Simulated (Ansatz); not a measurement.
A run for Ansatz (an electronic-structure program): R-PBE0/def2-TZVPP on H2SSn (SMILES [SH][SnH]), a point of a torsion scan. Elements past Kr take the def2 small-core potentials; no spin–orbit coupling.

Ansatz 0.2 input:
```yaml
crystal:
  periodic: [false, false, false]
  atoms:
    - {symbol: S, position_ang: [-1.24606572, 0.46439459, 0.51971438]}
    - {symbol: Sn, position_ang: [0.98571646, 0.80101977, -0.45552654]}
    - {symbol: H, position_ang: [-1.57557155, -0.53745189, -0.28677624]}
    - {symbol: H, position_ang: [1.94083062, -0.37638250, 0.65143363]}
basis:
  gaussian:
    orbitals: def2-TZVPP
hamiltonian:
  xc: {name: PBE0}
scf: {lower_state_search: off}
```

Problem. What total energy does the run end on?

Solution. -613.5700 hartree.
